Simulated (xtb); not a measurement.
C5H4F2O, SMILES C#C[C@@H]1COC1(F)F. All values are semi-empirical tight-binding results from xtb (GFN2-xTB unless named), good for trends rather than for accurate numbers. Coordinates come from a GFN2-xTB optimisation. The structure was generated by enumeration; whether it is a known compound was not checked.

Optimised geometry:

```xyz
12

C      2.1605    -0.7989     1.6853
C      1.0472    -0.6317     1.2801
C     -0.2699    -0.4197     0.7380
C     -0.7673    -1.4329    -0.3172
O     -0.8546    -0.3874    -1.3065
C     -0.3784     0.5652    -0.4420
F     -1.2387     1.5917    -0.2569
F      0.7641     1.1435    -0.8615
H      3.1270    -0.9467     2.0649
H     -0.9919    -0.1930     1.5243
H     -1.7423    -1.8821    -0.1280
H     -0.0372    -2.1893    -0.6084
```
Charge 0, spin multiplicity 1.

```json
{
 "orbital_gap": "6.60 eV",
 "dipole_moment": "4.05 D",
 "zero_point_energy": "48.7 kcal/mol",
 "G − E(el) at 298.15 K (modified RRHO)": "28.6 kcal/mol",
 "static polarisability (D4 model)": "59.2 bohr³",
 "solvation energy, GFN2-xTB/ALPB(water)": "-4.1 kcal/mol",
 "solvation energy, GFN2-xTB/ALPB(acetonitrile)": "-6.7 kcal/mol"
}
```

Q: Give the IR lines (harmonic; lines under 4 % of the strongest left out, lines within 3 cm⁻¹ merged). (An estimate is asked for; the answer gives what the named calculation found.)

A: ν (cm⁻¹): 484 (w), 652 (w), 673 (w), 686 (w), 912 (m), 1012 (m), 1040 (m), 1057 (s), 1085 (m), 1105 (w), 1118 (s), 1146 (m), 1191 (vs), 1237 (w), 1286 (w), 2984 (w), 2987 (w), 3401 (w) (against the strongest line: vs over 80 %, s over 45 %, m over 15 %, w over 4 %, vw less)

Computed atomic charges and the Wiberg bond orders between heavy atoms:
charges (e) C1 -0.08, C2 -0.02, C3 -0.03, C4 0.08, O5 -0.31, C6 0.47, F7 -0.22, F8 -0.21, H9 0.10, H10 0.08, H11 0.07, H12 0.07. Bond orders C1–C2 2.89, C2–C3 1.06, C3–C4 0.96, C4–O5 0.95, C3–C6 0.92, O5–C6 1.01, C6–F7 0.93, C6–F8 0.94.
